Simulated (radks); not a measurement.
Problem. The oxygen anion O2-, [Ne], held by a Watson sphere: a shell of charge +2 at radius R that stands for the Madelung well of a crystal (potential energy -2/R inside, -2/r outside, in hartree with lengths in bohr). Calculated with a radial shooting solver on a logarithmic mesh with Libxc functionals: non-relativistic Kohn-Sham, r2SCAN, spin-polarised, spherical densities, point nucleus; meta-GGA in the generalised Kohn-Sham scheme.

| R (bohr) | e(1s) (eV) | e(2s) (eV) | e(2p) (eV) | <r> 2p (bohr) | sum of <r^2> (bohr^2) | X-ray form factor at sin(theta)/lambda = 0.2 1/angstrom |
|---|---|---|---|---|---|---|
| 2.05 | -513.53 | -23.102 | -7.868 | 1.491 | 21.59 | 6.091 |
| 3.28 | -512.34 | -19.328 | -4.456 | 1.733 | 29.93 | 5.754 |
| 3.63 | -511.98 | -18.713 | -3.828 | 1.793 | 32.48 | 5.721 |
| 3.93 | -511.70 | -18.285 | -3.377 | 1.843 | 34.79 | 5.704 |

Estimate the row for R = 3.13 bohr.

Solution. e(1s) (eV) -512.51; e(2s) (eV) -19.638; e(2p) (eV) -4.764; <r> 2p (bohr) 1.707; sum of <r^2> (bohr^2) 28.88; X-ray form factor at sin(theta)/lambda = 0.2 1/angstrom 5.774.
